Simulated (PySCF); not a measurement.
# Mo⁺: ionisation energy

Mo⁺ [Kr] 4d5 [4d3/2^4 4d5/2^1, M_J = 5/2] → Mo²⁺ [Kr] 4d4 [4d3/2^4, M_J = 0], as a difference of total energies. Computed with PySCF 2.14 in x2c-TZVPPall-2c (8s9p7d2f1g, 93 functions), with the two-component X2C-1e Hamiltonian. Correlated levels: [Ar] 3d10 frozen; the 6 highest virtual spinors dropped. "Screened" scales the spin-orbit matrix elements by Boettger's factors to mimic the two-electron term; Breit and QED terms are absent.

| method | ionisation energy (eV) |
| --- | --- |
| GHF (spin-free) | 15.165 |
| GMP2 (spin-free) | 16.102 |
| GHF (screened spin-orbit) | 15.067 |
| GMP2 (screened spin-orbit) | 15.996 |

**Question.** How much does correlation contribute at GMP2 (screened spin-orbit)?

**Answer.** 15.996 − (15.067) = 0.929 eV, measured against GHF (screened spin-orbit).

The spin-free rows relax to the high-spin LS determinant and lack the spin-orbit shift.

Errors of the correlated levels include the incompleteness of this basis and the frozen core.

The labels give the starting determinants; with spin-orbit coupling the two ends relaxed to ⟨J²⟩ = 8.75, ⟨L²⟩ = 0.01, ⟨S²⟩ = 8.75 and ⟨J²⟩ = 3.77, ⟨L²⟩ = 5.99, ⟨S²⟩ = 5.99.

The determinant of Mo²⁺ mixes levels of different J (the jj label is only the starting occupation), so the difference between spin-free and spin-orbit rows is not the physical spin-orbit shift.

For comparison: 16.16 ± 0.12 eV (semi-empirical (NIST evaluation); NIST Atomic Spectra Database, ionization energies).
